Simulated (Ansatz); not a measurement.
Geometry optimisation, Ansatz 0.2.0, DFT r2SCAN, scalar-relativistic, plane waves, PAW.

The input (input.yaml):

```yaml
crystal:
  lattice:
    - [5.048742, 0.0, 0.0]
    - [2.524371, 4.372339, 0.0]
    - [0.0, 0.0, 15.776426]
  atoms:
    - { symbol: H, position: [0.16666668, 0.16666667, 0.06338571] }
    - { symbol: H, position: [0.66666673, 0.16666667, 0.06338571] }
    - { symbol: H, position: [0.16666669, 0.6666667, 0.06338571] }
    - { symbol: H, position: [0.66666673, 0.6666667, 0.06338571] }
    - { symbol: C, position: [0.16666668, 0.16666667, 0.13311] }
    - { symbol: C, position: [0.66666673, 0.16666667, 0.13311] }
    - { symbol: C, position: [0.16666669, 0.6666667, 0.13311] }
    - { symbol: C, position: [0.66666673, 0.6666667, 0.13311] }
    - { symbol: C, position: [-0.16666667, 0.33333335, 0.16577171] }
    - { symbol: C, position: [0.33333337, 0.33333335, 0.16577171] }
    - { symbol: C, position: [-0.16666666, 0.83333337, 0.16577171] }
    - { symbol: C, position: [0.33333338, 0.83333337, 0.16577171] }
    - { symbol: C, position: [-0.16666667, 0.33333335, 0.26375685] }
    - { symbol: C, position: [0.33333337, 0.33333335, 0.26375685] }
    - { symbol: C, position: [-0.16666666, 0.83333337, 0.26375685] }
    - { symbol: C, position: [0.33333338, 0.83333337, 0.26375685] }
    - { symbol: C, position: [0.0, 0.0, 0.29641857] }
    - { symbol: C, position: [0.50000004, 0.0, 0.29641857] }
    - { symbol: C, position: [1.0e-08, 0.50000002, 0.29641857] }
    - { symbol: C, position: [0.50000005, 0.50000002, 0.29641857] }
    - { symbol: H, position: [0.50000004, 0.0, 0.36614285] }
    - { symbol: H, position: [1.0e-08, 0.50000002, 0.36614285] }
    - { symbol: H, position: [0.50000005, 0.50000002, 0.36614285] }
    - { symbol: B, position: [0.33333338, 0.83333337, 0.36741056], spin: 1.0 }
    - { symbol: H, position: [0.83333341, 0.33333335, 0.34649328] }
    - { symbol: H, position: [0.58233667, 0.80396921, 0.39140206] }
    - { symbol: H, position: [0.11369833, 1.08233944, 0.39140206] }
magnetization:
  spin_polarized: true
basis:
  ecutwfc: 500.0
kpoints:
  mp_grid: { grid: [3, 3, 1] }
hamiltonian:
  xc: r2scan
  pseudopotentials: { kind: paw, azcp: { folder: soft_1 } }
scf:
  occupations: { method: gaussian, width: 0.02 }
  lower_state_search: "off"
relax:
  f_tol: 0.03
  max_steps: 60
  adjacent_minimum: "off"
  constraints: [{ sites: [0, 1, 2, 3, 4, 5, 6, 7, 8, 9, 10, 11] }]
```

Run as:

```bash
$ ansatz run input.yaml --threads 4 --pin off --max-ram 10240MiB --backend cpu --events-out ev --progress --plain --runs-dir out
```

**Question.** Where does it end, and by what steps?

**Answer.** The forces met the threshold. The force dipped under the threshold on the way, but the program's further checks kept it going. Limits of this set-up: thin slab, slab without dipole correction, no dispersion correction for a molecule that may bind weakly, a typed lattice constant that wasn't relaxed here. After 22 steps the energy has fallen by 13.947 eV; H26 moved furthest, 2.38 Å. Parted: C16–B24 (1.64 → 2.65 Å), C18–B24 (1.84 → 3.04 Å), C20–B24 (1.84 → 3.06 Å). Joined: B24–H25 (2.55 → 1.22 Å).

| step | energy less start (eV) | largest force component (eV/Å) | accepted |
| --- | --- | --- | --- |
| 0 | 0.0000 | 5.183 | yes |
| 1 | -3.4259 | 4.038 | yes |
| 2 | -5.9403 | 2.592 | yes |
| 3 | -7.5451 | 1.952 | yes |
| 4 | -8.8078 | 1.544 | yes |
| 5 | -9.7961 | 1.316 | yes |
| 6 | -10.5804 | 1.313 | yes |
| 7 | -11.2536 | 1.424 | yes |
| 8 | -12.0140 | 1.915 | yes |
| 9 | -12.8922 | 1.930 | yes |
| 10 | -13.1763 | 2.684 | yes |
| 11 | -13.5563 | 0.699 | yes |
| 12 | -13.7754 | 0.633 | yes |
| 13 | -13.8925 | 0.520 | yes |
| 14 | -13.9304 | 0.176 | yes |
| 15 | -13.9409 | 0.079 | yes |
| 16 | -13.9426 | 0.059 | yes |
| 17 | -13.9412 | 0.110 | no |
| 18 | -13.9444 | 0.019 | yes |
| 19 | -13.9455 | 0.079 | yes |
| 20 | -13.9451 | 0.088 | no |
| 21 | -13.9465 | 0.031 | yes |
| 22 | -13.9467 | 0.027 | yes |

```xyz
27
Lattice="5.0487 0.0000 0.0000 2.5244 4.3723 0.0000 0.0000 0.0000 15.7764" Properties=species:S:1:pos:R:3
H 1.262 0.729 1.000
H 3.787 0.729 1.000
H 2.524 2.915 1.000
H 5.049 2.915 1.000
C 1.262 0.729 2.100
C 3.787 0.729 2.100
C 2.524 2.915 2.100
C 5.049 2.915 2.100
C 0.000 1.457 2.615
C 2.524 1.457 2.615
C 1.262 3.644 2.615
C 3.787 3.644 2.615
C 0.003 1.457 4.154
C 2.529 1.460 4.153
C 1.273 3.650 4.160
C 3.788 3.647 4.154
C 0.004 0.003 4.726
C 2.529 -0.001 4.646
C 1.263 2.190 4.646
C 3.795 2.191 4.639
H 2.532 -0.002 5.740
H 1.264 2.193 5.740
H 3.805 2.197 5.727
B 2.553 4.386 6.375
H 4.175 0.700 6.822
H 2.691 3.267 6.830
H 3.473 4.938 6.993
```

Whether the end is a true minimum wasn't checked by a vibrational analysis.

Time of the run: 12 min on 4 threads of Arm Neoverse V1, with other jobs on the host, peak memory 1.5 GiB.
